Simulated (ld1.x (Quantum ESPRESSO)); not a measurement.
# Pseudopotential generation for tellurium: PAW, PBE, scalar-relativistic.

Te (Z = 52), PAW, made with ld1.x (Quantum ESPRESSO) 7.5 (PBE, scalar-relativistic). Core [Ar] 3d10, reference 4s2 4p6 4d10 5s1.75 5p4.25. Waves: 4s (bound): rcut 1.00, rcutus 1.20 bohr; 5s (bound): rcut 1.00, rcutus 1.20 bohr; 4p (bound): rcut 1.20, rcutus 1.30 bohr; 5p (bound): rcut 1.20, rcutus 1.30 bohr; 4d (bound): rcut 0.95, rcutus 1.20 bohr; 4d channel at -1.05 Ry: rcut 0.95, rcutus 1.20 bohr; 4f channel at 0.15 Ry: rcut 1.05, rcutus 1.20 bohr. Local part: all-electron potential smoothed inside 0.95 bohr (lloc = -1). Core correction: Bessel-smoothed model core inside 0.95 bohr. Augmentation charge: BESSEL, radius 0.90 bohr.

Results:

```json
{"Largest excitation error": "-20 meV (all-electron minus pseudo) for 4s2 4p6 4d10 5s2 5p0, out of 7 test configurations", "Lowest eigenvalue of the overlap operator": "-0.05 (p channel); it is negative, so in a basis up to 400 Ry S is not positive definite and the file is unfit for use"}
```

The ghost test of this file was not conclusive. Its overlap operator is not positive definite in a basis up to 400 Ry (lowest eigenvalue s -0.04, p -0.05), so the file is unfit for use: the generalised eigenproblem breaks down once the basis is large enough, and its test numbers describe a broken file.

Generation and tests took about 2.3 s on one core of a shared server CPU.
